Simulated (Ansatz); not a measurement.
A nudged elastic band was laid between two geometries of CH$_{5}$BClNO (10 atoms, charge 0, multiplicity 1).

Theory: RKS r2SCANh-D4/def2-SVP (Ansatz 0.2.0).

```json
{
 "movable images": "5",
 "climbing image": "yes",
 "spring": "5.0 eV/Å²",
 "optimiser": "fire",
 "start path": "through a guess of the saddle point",
 "force threshold": "0.05 eV/Å",
 "iteration limit": "60",
 "end points": "relaxed",
 "largest step": "0.02 Å"
}
```

Initial state:

```xyz
10
Properties=species:S:1:pos:R:3
O -0.669 1.420 0.990
C -0.511 0.040 0.839
N 0.560 -0.334 -0.059
B 0.489 -0.533 -1.439
Cl -1.064 -0.449 -2.286
H 0.112 1.772 1.432
H -1.453 -0.330 0.420
H -0.338 -0.459 1.809
H 1.478 -0.390 0.367
H 1.479 -0.787 -2.071
```

Final state:

```xyz
10
Properties=species:S:1:pos:R:3
O -0.648 1.408 1.084
C -0.477 0.034 0.902
N 0.486 -0.313 -0.117
B 0.188 -0.507 -1.463
Cl 1.503 -0.817 -2.611
H 0.166 1.777 1.445
H -1.456 -0.356 0.595
H -0.187 -0.467 1.844
H 1.456 -0.326 0.181
H -0.946 -0.485 -1.857
```

Q: What changes between the two ends?

A: No bond is made or broken. The dihedral C2–N3–B4–Cl5 goes from -5 to 176°.

Q: What energy profile does the band end with?

A: It did not converge within its limit. The highest image is number 2 of 0 to 6, 1.28 eV above the first end and 1.30 eV above the last; the last end lies 0.02 eV below the first. The band didn't meet its force threshold, so its energies are provisional: the largest band force was still 0.22 eV/Å, and over the last iterations the top stayed at 1.28 eV.

```json
{"image": "0", "path coordinate (Å)": "0.00", "energy (eV)": "0.00", "dihedral C2–N3–B4–Cl5 (°)": "-5"}
{"image": "1", "path coordinate (Å)": "1.27", "energy (eV)": "0.53", "dihedral C2–N3–B4–Cl5 (°)": "56"}
{"image": "2", "path coordinate (Å)": "2.55", "energy (eV)": "1.28", "dihedral C2–N3–B4–Cl5 (°)": "118"}
{"image": "3", "path coordinate (Å)": "3.49", "energy (eV)": "0.71", "dihedral C2–N3–B4–Cl5 (°)": "135"}
{"image": "4", "path coordinate (Å)": "4.44", "energy (eV)": "0.14", "dihedral C2–N3–B4–Cl5 (°)": "167"}
{"image": "5", "path coordinate (Å)": "5.40", "energy (eV)": "0.02", "dihedral C2–N3–B4–Cl5 (°)": "176"}
{"image": "6", "path coordinate (Å)": "6.36", "energy (eV)": "-0.02", "dihedral C2–N3–B4–Cl5 (°)": "176"}
```

Run time: 12 min on 2 threads of Intel(R) Xeon(R) Platinum 8375C CPU @ 2.90GHz (Ice Lake) (shared host), peak memory 0.25 GiB.
